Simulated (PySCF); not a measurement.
F4Ti, triplet, at a GFN2-xTB geometry (such geometries of metal compounds can be far from the true shape) (the multiplicity is a formal guess). Base run: DF-PBE/3-21G in PySCF.

PySCF was given this input:
```python
from pyscf import gto, scf, dft

mol = gto.M(
    atom='''
Ti   -0.00000000   -0.00000000   -0.00000000
F     1.25633748    0.24806843   -1.23212847
F     1.13924286   -0.58019840    1.23432488
F    -1.27182203   -0.37572621   -1.18294586
F    -1.12375831    0.70785618    1.18074945
''',
    basis='3-21g',
    spin=2,
    verbose=4,
)

mf = dft.UKS(mol)
mf.xc = 'pbe'
mf = mf.density_fit(auxbasis='def2-universal-jkfit')
mf.kernel()
```

The base run was repeated with changes; each row names its change, and settings that it needs were set with it.

```csv
change,basis functions,E (Eh),HOMO (eV),core-seconds (rough),outcome
base,63,-1242.04629,-3.74,10,converged
basis = STO-3G,38,-1233.90946,0.72,7,converged
basis = LANL2DZ,?,?,?,10,converged
basis = pcseg-0,60,-1245.52274,-4.31,10,converged
basis = def2-SV(P),80,-1247.90990,-4.45,10,converged
basis = 6-31G**,90,-1248.26473,-4.11,20,converged
basis = 6-31G*,90,-1248.26473,-4.11,20,converged
basis = cc-pVDZ,?,?,-4.69,20,converged
basis = aug-pcseg-1,139,-,-,-,not converged
basis = aug-cc-pVDZ,?,?,?,30,converged
basis = def2-TZVP,169,-1248.53159,-4.69,30,converged
basis = def2-TZVPP,188,-1248.53546,-4.68,40,converged
basis = def2-TZVPD,208,-1248.53567,-4.69,40,converged
```

Complete the blanks.


- basis = LANL2DZ, basis functions: 58
- basis = LANL2DZ, E (Eh): -457.25661
- basis = LANL2DZ, HOMO (eV): -5.27
- basis = cc-pVDZ, basis functions: 99
- basis = cc-pVDZ, E (Eh): -1248.39496
- basis = aug-cc-pVDZ, basis functions: 151
- basis = aug-cc-pVDZ, E (Eh): -1248.42642
- basis = aug-cc-pVDZ, HOMO (eV): -4.70

Totals compare only among sets that treat the same electrons; sets with core potentials leave the core out.

Open shells are given as the SCF converged; they aren't shown to be the lowest states, and a large step between rows can be another state.
